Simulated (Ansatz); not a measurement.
Mulliken charges of B₂Cl₂F₂H₂O₂, SMILES `F[B@-]1(Cl)[OH+][B@-](F)(Cl)[OH+]1` from ωB97M-V/def2-TZVPP in Ansatz (PBE0-D4/def2-TZVP geometry).

```
atom   x (Å)   y (Å)   z (Å)  charge (e)
  F1  -1.939  -0.266  -0.267      -0.247
  B2  -0.950   0.399   0.363       0.295
 Cl3  -1.453   1.657   1.521      -0.147
  O4   0.120   0.890  -0.641      -0.116
  B5   1.085  -0.224  -0.188       0.318
  F6   2.229   0.266   0.281      -0.243
 Cl7   1.228  -1.548  -1.413      -0.168
  O8   0.099  -0.577   0.943      -0.116
  H9  -0.152   0.849  -1.565       0.212
 H10  -0.185  -1.498   0.969       0.212
```

Problem. By hand: the dipole of these point charges (1 e Å = 4.8032 D).

Solution. Σ q r = (-0.087, -0.110, -0.103) e Å, of length 0.174 e Å = 0.84 D.

Problem. How does the dipole of the full density compare? (Estimate.)

Solution. Ansatz gave: (-0.137, -0.250, -0.233) e Å, 1.77 D; the point charges give 0.47 times that, at 8° from its direction.

Point charges leave out the atoms' own dipoles, such as those of lone pairs, and Mulliken's split depends on the basis, so the two needn't agree.
